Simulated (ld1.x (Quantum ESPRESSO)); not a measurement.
## Configuration tests for oxygen (PAW)

| Item | Value |
| --- | --- |
| Element | O (Z = 8) |
| Generator | ld1.x (Quantum ESPRESSO) 7.5 |
| Type | PAW |
| Functional | BLYP |
| Relativity | non-relativistic |
| Frozen core | [He] |
| Valence charge | 6 |
| Reference configuration | 2s2 2p3.5 (charge +0.5) |
| Partial waves | 2s (bound): rcut 0.65, rcutus 0.85 bohr; 2s channel at 0.05 Ry: rcut 0.65, rcutus 0.85 bohr; 2p (bound): rcut 1.25, rcutus 1.60 bohr; 2p channel at -0.65 Ry: rcut 1.25, rcutus 1.60 bohr |
| Local potential | all-electron potential smoothed inside 0.70 bohr (lloc = -1) |
| Core correction | Bessel-smoothed model core, default radius (core density twice the valence density) |
| Augmentation charge | BESSEL, radius 0.75 bohr |

Energies are relative to the spin-unpolarised reference configuration 2s2 2p3.5; without spin polarisation the order of configurations can differ from experiment. The frozen-core shift is the all-electron ΔE with the core orbitals held at their reference shape minus the fully relaxed ΔE.

```
valence configuration  charge  ΔE all-electron (eV)  error AE − PS (meV)  frozen-core shift (meV)
              2s2 2p4       0                -6.287                 -0.2                      0.0
              2s2 2p3      +1                10.150                 -0.4                      0.0
              2s1 2p5       0                 8.491                 -0.3                     +0.4
            2s2 2p4.3    -0.3                -8.410                 -0.4                      0.0
              2s1 2p4      +1                25.184                 -0.3                     +0.5
              2s0 2p6       0                23.316                 -1.2                     +1.7
```

Q: What are ΔE and the potential's error for 2s2 2p2?

A: ΔE = 43.765 eV all-electron; the error (AE − PS) is -6.3 meV.

Levels in the configuration 2s2 2p4.3:

```json
{"level": "2s", "all-electron (eV)": "-19.810", "pseudo (eV)": "-19.810"}
{"level": "2p", "all-electron (eV)": "-5.190", "pseudo (eV)": "-5.190"}
```
